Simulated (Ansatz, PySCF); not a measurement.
Pair of molecules: C2H2 (SMILES C#C) (first 4 atoms) with N2 (SMILES N#N); geometry from B3LYP-D3(BJ)/def2-TZVP, rigid monomers moved along the line of their centres of mass till H4···N6 is 2.34 Å.
(charge 0, multiplicity 1):
```xyz
6

C     -0.4374     0.4278    -1.0306
C     -0.0409     0.0401     0.0303
H     -0.7903     0.7730    -1.9716
H      0.3088    -0.3019     0.9744
N      0.4027    -0.3958     4.3890
N      0.4764    -0.4667     3.3033
```

Monomers are frozen at their geometry in the pair; levels with a basis set take the counterpoise correction. Rows marked so take none.

Rows in 6-311+G**, 6-31G* carry no dispersion term and start afresh at each structure (6-31G* with six Cartesian d functions).

Codes used: Ansatz (Gaussian basis) for Hartree–Fock, density functionals and correlated methods; PySCF for 6-311+G** rows, 6-31G* rows, the dispersion terms. Values without a source in brackets are computed.

Question: One of these levels gives -28.0 meV for the interaction energy. Which one is it?
(A) HF/6-31G*
(B) B3LYP/6-311+G** (no counterpoise)
(C) PBE-D3(BJ)/def2-TZVPPD

Answer: C, PBE-D3(BJ)/def2-TZVPPD. The others give 26.2 (HF/6-31G*), 1.1 (B3LYP/6-311+G** (no counterpoise))

Ansatz is an electronic-structure program.
